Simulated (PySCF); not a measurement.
Dipole response of Ni²⁺ (nickel, charge +2)

[Ar] 3d8, high-spin 3F determinant. All numbers are calculated (PySCF 2.14, the non-relativistic Hamiltonian (point nucleus), in aug-cc-pVTZ with one added diffuse shell each of s, p, d, f, g type (9s8p6d4f3g, 118 functions)). Coupled (time-dependent) response in atomic units; α is the mean over directions.

```csv
method,mean α (bohr³),C₆ (like pair),S(−4)
UHF,2.631,7.194,2.893
PBE,3.463,9.671,7.105
```

S(−4) is the Cauchy moment in α(ω) = α(0) + S(−4) ω² + …

α(iu) at UHF:

```tsv
u (hartree)	α(iu) (bohr³)
0	2.631
0.0500	2.624
0.100	2.603
0.200	2.524
0.300	2.410
0.500	2.143
0.750	1.828
1.00	1.571
1.50	1.197
2.00	0.9437
3.00	0.6299
5.00	0.3373
```

A single London oscillator, α(iu) = α/(1 + u²/ω²), gives C₆ = (3/4) ω α². Matching the computed C₆ needs ω = 4 × 7.194 / (3 × 2.631²) = 1.39 hartree.

For an ion, C₆ is the dispersion term alone; charge-induced terms of lower order in 1/R come first.
